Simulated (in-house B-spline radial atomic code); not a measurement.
**RPA and G0W0 on Hartree-Fock: Rh34+**

Configuration [Ne] 3s1, highest spin, mean-field start Hartree-Fock. Computed with a B-spline radial code for spherical atoms: all electrons, non-relativistic, point nucleus, each spin shell either full or empty, empty states to l = 9 with an (l + 1/2)⁻⁴ tail; G0W0 by contour deformation at full frequency.

Without relativity these are model numbers: it shifts the levels of so heavy an element strongly and can reorder them.

Command:
```bash
python run_gw.py task.json out
```
Settings (radii: box in bohr, nucleus in fm):
```
Z                        45
electrons                11
configuration            [Ne] 3s1
hamiltonian              nr
method                   hf
lmax                     9
spin_polarised           True
box_radius               2.78
intervals                46
ion_configuration        [He] 2s2 2p6
```

Cost of the run: 1.2 s on 1 thread of Arm Neoverse V2 (shared host).

Energies (hartree):

```csv
term,value
mean-field total,-3747.22265
Hartree-Fock functional on these orbitals,-3747.22265
direct second order,-0.73183
second-order exchange,0.28998
SOSEX correction,0.28006
```

Q: What is the RPA correlation energy, and what remains with SOSEX?

A: RPA gives -0.7086 hartree (-1.75 eV per electron); RPA + SOSEX gives -0.42854, and the second-order doubles (MP2) -0.44185 hartree. RPA lacks exchange-type terms and so overcorrelates at short range.

Quasi-particle levels (eV):

```tsv
level	occupied	mean field	Σx - vxc	Σc	QP weight	G0W0
3s up	yes	-2076.27	0.00	?	?	?
2p down	yes	-4914.51	0.00	2.48	0.997	-4912.04
2p up	yes	-4917.72	0.00	2.85	0.995	-4914.87
2s down	yes	-5139.79	0.00	-0.65	0.947	-5140.43
3s down	no	-2005.88	0.00	-4.33	0.987	-2010.21
```

G0W0 = mean field + (Σx - vxc) + Σc, with Σc (partial-wave tail included) taken at the quasi-particle energy. Only the outer levels were computed.

Q: Where does G0W0 put 3s up?

A: At -2079.66 eV, with Σc = -3.39 eV and a quasi-particle weight of 0.991. The tabulated removal energy is 2129.22 ± 0.07 eV (NIST, semi-empirical); the calculation leaves out relativity, Breit and QED terms, and what these don't explain is the method's own error.

Q: What does it cost to remove one electron (to [He] 2s2 2p6) by differences of total energies, each species on its own start (correlation terms add to the Hartree-Fock functional)?

A: Hartree-Fock functional 2076.20 eV, + RPA 2078.47 eV, + RPA + SOSEX 2076.84 eV, + second order 2076.91 eV. Tabulated: 2129.22 ± 0.07 eV (NIST, semi-empirical); the calculation leaves out relativity, Breit and QED terms, and what these don't explain is the method's own error.
